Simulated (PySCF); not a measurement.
Zn(H)(SeH) (H₂SeZn), SMILES [ZnH][SeH]. Geometry: PBE0-D3(BJ)/def2-TZVP.

These are PBE0-D3(BJ)/def2-TZVP (PySCF) values and carry that method's errors.

Harmonic wavenumbers (cm⁻¹): 290, 397, 431, 569, 1922, 2431. Rotational constants (GHz): 234.8, 2.558, 2.530; symmetry number 1.

Q: Work out the zero-point energy and the ideal-gas rigid-rotor harmonic-oscillator thermochemistry at 298.15 K and 1 atm.

A: ZPE = ½ Σ hcν = ½ × 6039 cm⁻¹ = 36.12 kJ/mol. H − E(el) = 49.20 kJ/mol. Entropy in J/(mol K): translation 170.93, rotation 95.71, vibration 15.96, total 282.59. G − E(el) = -35.05 kJ/mol. Cp = 57.06 J/(mol K).
